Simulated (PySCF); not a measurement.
## NMR data sheet: C5H10OSi

| Item | Value |
| --- | --- |
| Formula | C5H10OSi |
| SMILES | O=C[SiH2]C1CCC1 |
| Point group of the computed structure | C1 |
| Degrees of unsaturation | 2 |
| Carbon signals | 4 |
| Proton signals | 7 |

Structure with atom numbers: `[O:1]=[CH:2][SiH2:3][CH:4]1[CH2:5][CH2:6][CH2:7]1`. Hydrogens are named by the atom that carries them. Ha(C5), Ha(C6), Ha(C7) are cis to Si3 on the ring; Hb(C5), Hb(C6), Hb(C7) are trans to Si3 on the ring.

- shieldings: GIAO PBE0/pcSseg-1
- geometry: GFN2-xTB
- program: PySCF 2.14.0 with density-fitted response routines
- a single conformation, non-relativistic, no solvent model, averaged over atoms made equivalent by symmetry, fast rotation or ring inversion

Referencing at the same level of theory: $^{1}$H (σ = 31.72 ppm), $^{13}$C (σ = 186.93 ppm), $^{29}$Si (σ = 349.16 ppm) vs TMS; $^{17}$O (σ = 336.08 ppm) against H2O.

```tsv
carbon	δC, type	δH (multiplicity)	HMBC from (2–3 bonds)	span of the C tensor (ppm)
C2	245.3, CH	12.31 (t)	H(Si3), H(C4)	279
C4	14.2, CH	2.32 (m)	H(C2), H(Si3), Hb(C5)/Hb(C7), Ha(C6), Hb(C6), Ha(C5)/Ha(C7)	35
C5/C7	23.4, CH2	Ha(C5) 1.79 (m); Hb(C5) 2.55 (m)	H(Si3), Hb(C5)/Hb(C7), H(C4), Ha(C6), Hb(C6), Ha(C5)/Ha(C7)	31
C6	20.3, CH2	Ha(C6) 2.29 (m); Hb(C6) 2.06 (m)	Hb(C5)/Hb(C7), H(C4), Ha(C5)/Ha(C7)	32
```

Other nuclei:
```json
{"atoms": "H(Si3)", "nucleus": "$^{1}$H", "environment": "hydrogen on a silicon bonded to 2 C", "δ (ppm)": "4.18", "σ (ppm)": "27.54"}
{"atoms": "Si3", "nucleus": "$^{29}$Si", "environment": "silicon bonded to 2 C, 2 H", "δ (ppm)": "-47.2", "σ (ppm)": "396.3"}
{"atoms": "O1", "nucleus": "$^{17}$O", "environment": "carbonyl oxygen", "δ (ppm)": "957.7", "σ (ppm)": "-621.7"}
```

Carbon types of the structure: 2 × CH, 3 × CH2, leaving 2 H on heteroatoms. δC 245.3: carbonyl carbon. δC 23.4, 20.3: sp3 CH2 in a ring; saturated and bonded to C and H only. δC 14.2: sp3 CH bonded to Si. δH 12.31: hydrogen on a carbonyl carbon. δH 2.55, 2.29, 2.06, 1.79: hydrogen on an sp3 CH2 in a ring.

Shifts are as computed. Against solution values, carbons near 30 ppm lie about +3 ppm off and those near 130 ppm about +5 ppm. Of 1211 compounds with measured shifts, 218 miss one by over three times the rms of a fit or turn the order of signals round; such compounds aren't used in these exercises. Unscaled 17O shifts of doubly bonded oxygen tend to come out too high, by tens of ppm or more. Experimental scales use liquid or dissolved standards, which lie at an offset from isolated H2O (liquid H2O: subtract about 36 ppm). Multiplicities follow the n + 1 count of equivalent neighbours, as no J values were calculated; m marks all less simple cases, F and P coupling included.
